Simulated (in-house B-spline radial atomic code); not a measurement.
Radial electron density of La3+, [Kr] 4d10 5s2 5p6. Level of theory: Dirac-Hartree-Fock, average of configuration, Fermi nucleus of rms radius 4.855 fm; calculated with an all-electron radial atomic-structure program (B-spline basis).

Columns: r (bohr), 4πr²n(r) (electrons per bohr), bar.

```
0.000994    2.583 #
 0.00122    3.655 ##
 0.00151    5.214 ##
 0.00186     7.32 ###
 0.00229    10.18 #####
 0.00282    13.99 ######
 0.00347    18.95 #########
 0.00427    25.22 ###########
 0.00526    32.93 ###############
 0.00648     41.9 ###################
 0.00798    51.65 #######################
 0.00982    61.26 ############################
  0.0121    69.51 ###############################
  0.0149    74.82 ##################################
  0.0183     76.1 ##################################
  0.0226    73.42 #################################
  0.0278    68.94 ###############################
  0.0343    66.52 ##############################
  0.0422    70.21 ################################
   0.052    80.72 ####################################
   0.064    92.84 ##########################################
  0.0788    97.76 ############################################
  0.0971    90.36 #########################################
    0.12    76.72 ###################################
   0.147    71.27 ################################
   0.181    78.34 ###################################
   0.223    84.23 ######################################
   0.275    71.58 ################################
   0.339    45.84 #####################
   0.417    30.12 ##############
   0.514    31.63 ##############
   0.633    34.47 ################
   0.779       27 ############
   0.959    15.82 #######
    1.18    9.691 ####
    1.46    7.741 ###
    1.79    5.841 ###
    2.21    3.118 #
    2.72    1.101 
    3.35   0.2378 
    4.12   0.0294 
    5.08 0.001764 
    6.25 4.695e-05
```

On this grid the curve has 4 maxima, near 0.0183, 0.0788, 0.223, 0.633 bohr.

The 5p3/2 radial function P(r) = rR(r), positive near the nucleus, with its small component Q(r) (sign convention: Q ≈ (P' + κP/r)/2c):

```json
{"r (bohr)": "0.00151", "P": "0.0009356", "Q": "-9.857e-05"}
{"r (bohr)": "0.00229", "P": "0.002066", "Q": "-0.0002179"}
{"r (bohr)": "0.00347", "P": "0.004503", "Q": "-0.0004757"}
{"r (bohr)": "0.00526", "P": "0.009649", "Q": "-0.001022"}
{"r (bohr)": "0.00798", "P": "0.02016", "Q": "-0.002145"}
{"r (bohr)": "0.0121", "P": "0.04037", "Q": "-0.004328"}
{"r (bohr)": "0.0183", "P": "0.07555", "Q": "-0.008219"}
{"r (bohr)": "0.0278", "P": "0.1286", "Q": "-0.01442"}
{"r (bohr)": "0.0422", "P": "0.1846", "Q": "-0.02213"}
{"r (bohr)": "0.064", "P": "0.1922", "Q": "-0.02744"}
{"r (bohr)": "0.0971", "P": "0.07181", "Q": "-0.02321"}
{"r (bohr)": "0.147", "P": "-0.1714", "Q": "-0.006022"}
{"r (bohr)": "0.223", "P": "-0.2861", "Q": "0.01253"}
{"r (bohr)": "0.339", "P": "0.03526", "Q": "0.01214"}
{"r (bohr)": "0.514", "P": "0.4404", "Q": "-0.003875"}
{"r (bohr)": "0.779", "P": "0.132", "Q": "-0.009227"}
{"r (bohr)": "1.18", "P": "-0.6442", "Q": "-0.0006927"}
{"r (bohr)": "1.79", "P": "-0.848", "Q": "0.004565"}
{"r (bohr)": "2.72", "P": "-0.4097", "Q": "0.002674"}
{"r (bohr)": "4.12", "P": "-0.07191", "Q": "0.0004889"}
{"r (bohr)": "6.25", "P": "-0.003031", "Q": "2.085e-05"}
```
